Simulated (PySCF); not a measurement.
Geometries of 3 isomers of C3H5GeNO, from PBE0-D3(BJ)/def2-SVP geometry optimisation, gas phase (PySCF 2.14.0). One conformer each, no zero-point energy, no frequencies.

Problem. Which is lowest in electronic energy at this level?
A.
```xyz
11
angstrom
C      2.351   -0.251    0.225
C      1.087    0.113    0.017
O      0.045   -0.478    0.655
Ge    -1.595   -0.572   -0.024
C     -2.022    1.194   -0.677
N     -2.263    2.257   -1.072
H      2.597   -1.070    0.905
H      3.158    0.286   -0.275
H      0.831    0.943   -0.657
H     -2.509   -0.918    1.144
H     -1.642   -1.530   -1.218
```
B.
```xyz
11
angstrom
Ge    -1.974   -0.126   -0.170
C     -0.031   -0.090   -0.145
C      0.888    0.404    0.740
C      2.132    0.100    0.125
N      1.968   -0.517   -1.015
O      0.623   -0.635   -1.184
H     -2.445    0.487    1.157
H     -2.454   -1.579   -0.297
H     -2.482    0.702   -1.359
H      0.704    0.906    1.686
H      3.143    0.311    0.475
```
C.
```xyz
11
angstrom
N     -2.570    0.254   -0.042
Ge    -1.311   -0.840    0.703
C      0.492   -0.271    0.340
C      1.606    0.153    0.073
C      2.942    0.627   -0.223
O      3.179    1.617   -0.868
H     -2.558    1.206    0.315
H     -2.542    0.293   -1.058
H     -1.469   -2.241    0.102
H     -1.490   -0.817    2.224
H      3.759   -0.007    0.203
```

Solution. A. That is `C=C[O][GeH2][C]#N`, 13.1 kcal/mol below the next.

```tsv
SMILES	atoms numbered as above	E (Eh)	relative (kcal/mol)	relative (kJ/mol)	dipole (D)
C=C[O][GeH2][C]#N	[CH2:1]=[CH:2][O:3][GeH2:4][C:5]#[N:6]	-2323.28084	0.0	0.0	2.82
[GeH3][c]1ccno1	[GeH3:1][c:2]1[cH:3][cH:4][n:5][o:6]1	-2323.25997	13.1	54.8	2.86
[NH2][GeH2][C]#CC=O	[NH2:1][GeH2:2][C:3]#[C:4][CH:5]=[O:6]	-2323.24583	22.0	91.9	1.97
```

As drawn, the lowest has a C≡N group and a C=C bond outside aromatic rings, which the highest lacks; the highest has a C=O bond, a C≡C bond and an N–H bond, which the lowest lacks.
